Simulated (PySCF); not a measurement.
H₅N₃SW, SMILES [NH2][W](=[NH])(=[S])[NH2], multiplicity 1.

The structure is a stationary point at PBE0-D3(BJ)/def2-SVP. The multiplicity is an assumed one; no other spin state was optimised. The structure was generated by enumeration; whether it is a known compound was not checked. The def2 effective core potentials stand for the cores of W; spin–orbit coupling is left out. The values are those of a single conformer.

Method: PBE/def2-TZVP run with PySCF.

Symmetry labels are those of the subgroup Cs that the program uses (full group Cs).

Problem. List the valence orbital energies around the gap with their symmetry. (Estimate from the structure and the level; the computed values follow.)

Solution. 
```
orbital  symmetry  energy (eV)
-------  --------  -----------
HOMO−7         A"       -10.27
HOMO−6         A'        -8.07
HOMO−5         A'        -7.83
HOMO−4         A"        -7.46
HOMO−3         A"        -6.76
HOMO−2         A'        -6.52
HOMO−1         A'        -5.92
HOMO           A"        -5.67
LUMO           A"        -2.18
LUMO+1         A'        -1.77
LUMO+2         A'        -1.01
LUMO+3         A'        -0.64
```
